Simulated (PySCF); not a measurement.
# BiH from Hartree–Fock to correlated methods

State: ³Σ⁻ (triplet), unpaired electrons π ↑↑. Set-up: Bi def2-TZVPP with ECP60, H def2-TZVPP; scalar-relativistic core potentials (PySCF 2.14). De refers to Bi + H in their high-spin ground configurations, without counterpoise correction. The functionals are run spin-unrestricted. A positive dipole means Bi(−)H(+).

```json
{"Level": "UHF", "Re (Å)": "1.784", "ωe (cm⁻¹)": "1864", "De (eV)": "1.33", "μ (D)": "-0.66"}
{"Level": "UHF-MP2", "Re (Å)": "1.777", "ωe (cm⁻¹)": "1860", "De (eV)": "2.08", "μ (D)": "n/a"}
{"Level": "UHF-SCS-MP2", "Re (Å)": "1.782", "ωe (cm⁻¹)": "1853", "De (eV)": "2.20", "μ (D)": "n/a"}
{"Level": "UHF-CCSD", "Re (Å)": "1.788", "ωe (cm⁻¹)": "1812", "De (eV)": "2.29", "μ (D)": "n/a"}
{"Level": "UHF-CCSD(T)", "Re (Å)": "1.792", "ωe (cm⁻¹)": "1790", "De (eV)": "2.33", "μ (D)": "n/a"}
{"Level": "PBE", "Re (Å)": "1.813", "ωe (cm⁻¹)": "1738", "De (eV)": "2.47", "μ (D)": "-0.73"}
{"Level": "revPBE", "Re (Å)": "1.818", "ωe (cm⁻¹)": "1724", "De (eV)": "2.40", "μ (D)": "-0.77"}
{"Level": "BP86", "Re (Å)": "1.813", "ωe (cm⁻¹)": "1737", "De (eV)": "2.64", "μ (D)": "-0.73"}
{"Level": "r²SCAN", "Re (Å)": "1.797", "ωe (cm⁻¹)": "1793", "De (eV)": "2.43", "μ (D)": "-0.68"}
{"Level": "r²SCANh", "Re (Å)": "1.792", "ωe (cm⁻¹)": "1812", "De (eV)": "2.40", "μ (D)": "-0.66"}
{"Level": "PBE0", "Re (Å)": "1.794", "ωe (cm⁻¹)": "1810", "De (eV)": "2.38", "μ (D)": "-0.68"}
{"Level": "M06", "Re (Å)": "1.815", "ωe (cm⁻¹)": "1766", "De (eV)": "2.78", "μ (D)": "-0.89"}
{"Level": "CAM-B3LYP", "Re (Å)": "1.788", "ωe (cm⁻¹)": "1834", "De (eV)": "2.54", "μ (D)": "-0.69"}
```

Question: Which functional lies closest to UHF-CCSD(T) in De, which farthest, and by how much do they differ from it?

Answer: Closest is PBE0 (+0.2 pm in Re, +1.1 % in ωe, +0.05 eV in De against UHF-CCSD(T) in the same basis), farthest M06 (+2.3 pm in Re, -1.3 % in ωe, +0.45 eV in De). CCSD(T) converges more slowly with the basis than the functionals do and binds too weakly in this one, so the order can change at the basis-set limit.

Question: What does a quarter of exact exchange do here, going from PBE to PBE0?

Answer: PBE0 less PBE: -1.9 pm in Re, +4.1 % in ωe, -0.09 eV in De. Exact exchange removes part of the self-interaction that spreads semilocal densities, and in most molecules shortens and stiffens the bond and lowers De; so it does here.

Question: What does all correlation do here, going from UHF to UHF-CCSD(T)?

Answer: UHF-CCSD(T) less UHF: +0.8 pm in Re, -4.0 % in ωe, +1.00 eV in De. Correlation nearly always deepens the well. The bond lengthens, as in strong covalent bonds, where excitations into antibonding orbitals dominate.

Correlated steps freeze 4 core orbitals. These are scalar-relativistic numbers at best; spin–orbit coupling would shift them, the dissociation energy most. The state is the lowest determinant that a PBE0 search found; another state may lie lower at other levels.
